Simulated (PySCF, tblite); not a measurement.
Compound: C5H7ClSSi.
Structure used (GFN2-xTB), in Å, numbered top down from 1:
```
atom  x, y, z in Å
C1     2.748   -0.088    0.033
S2     1.679   -0.125   -1.434
C3     0.098   -0.048   -0.708
C4    -1.036   -0.094   -1.440
C5    -2.278   -0.006   -0.708
C6    -2.157    0.113    0.625
Cl7   -3.506    0.233    1.686
Si8   -0.339    0.127    1.133
H9     2.548    0.811    0.607
H10    2.571   -0.973    0.637
H11    3.771   -0.081   -0.330
H12   -1.050   -0.189   -2.515
H13   -3.220   -0.037   -1.233
H14    0.064   -1.033    1.925
H15    0.102    1.398    1.702
```

Computed with PBE0/def2-SVPD in PySCF (dipole) on a GFN2-xTB geometry, gas phase.

Take the most abundant isotopes and a rigid rotor. The values belong to one conformer with, in the numbering `[CH3:1][S:2][C:3]1=[CH:4][CH:5]=[C:6]([Cl:7])[SiH2:8]1`, C1–S2–C3–C4 -178°.

(1) Give the principal moments of inertia and the rotational constants in MHz.

(2) What kind of rotor is it?

(3) What does the inertial defect say?

(4) Where do the levels up to J = 4 lie, in cm⁻¹?

(5) Which types of transition are allowed, and where do some lines up to J = 2 fall?

Answers

(1) Ia = 150.18, Ib = 833.99, Ic = 974.86 u·Å²; 505379 MHz·u·Å²/I gives A = 3365, B = 606.0, C = 518.4 MHz.

(2) A near-prolate asymmetric top: κ = (2 × 606.0 − 3365 − 518.4)/(3365 − 518.4) = -0.94.

(3) Not planar: Δ = Ic − Ia − Ib = -9.31 u·Å². For a rigid frame Δ = −2 Σ m c², so Σ m c² = 4.66 u·Å² lies off the ab plane: 4.62 from hydrogen and 0.04 from heavier atoms. The atom farthest from that plane is 1.24 Å away.

(4) Above 0(0,0):
J = 1: 1(0,1) 0.0375, 1(1,1) 0.1295, 1(1,0) 0.1325
J = 2: 2(0,2) 0.1124, 2(1,2) 0.2016, 2(1,1) 0.2104, 2(2,1) 0.4865, 2(2,0) 0.4866
J = 3: 3(0,3) 0.2247, 3(1,3) 0.3097, 3(1,2) 0.3272, 3(2,2) 0.5990, 3(2,1) 0.5994, 3(3,1) 1.0665, 3(3,0) 1.0665
J = 4: 4(0,4) 0.3740, 4(1,4) 0.4538, 4(1,3) 0.4830, 4(2,3) 0.7490, 4(2,2) 0.7500, 4(3,2) 1.2167, 4(3,1) 1.2167, 4(4,1) 1.8710, 4(4,0) 1.8710

(5) The dipole components are |μa| = 1.76 D, |μb| = 1.04 D, |μc| = 0.05 D. Intensities carry the squares of the components, which stand as 1.00 : 0.35 : 0.00 (a : b : c). Some lines, for components of 0.1 D or more:

```csv
type,branch,"J(Ka,Kc)",MHz,lower level (cm⁻¹)
a,R,"1(0,1) ← 0(0,0)",1124,0.000
a,R,"2(1,2) ← 1(1,1)",2161,0.130
a,R,"2(0,2) ← 1(0,1)",2247,0.038
a,R,"2(1,1) ← 1(1,0)",2336,0.132
b,Q,"1(1,0) ← 1(0,1)",2847,0.038
b,Q,"2(1,1) ← 2(0,2)",2936,0.112
b,R,"1(1,1) ← 0(0,0)",3883,0.000
b,R,"2(1,2) ← 1(0,1)",4920,0.038
b,Q,"2(2,0) ← 2(1,1)",8279,0.210
b,Q,"2(2,1) ← 2(1,2)",8540,0.202
b,R,"2(2,1) ← 1(1,0)",10614,0.132
b,R,"2(2,0) ← 1(1,1)",10703,0.130
```

Its GFN2-xTB frequencies are all real (lowest 39 cm⁻¹). These are rigid-rotor constants of the computed structure; measured ground-state constants (B0) also hold zero-point vibration. A rigid rotor knows nothing of internal rotation, which can split or shift real lines. Quadrupole hyperfine structure (35Cl) is left out.
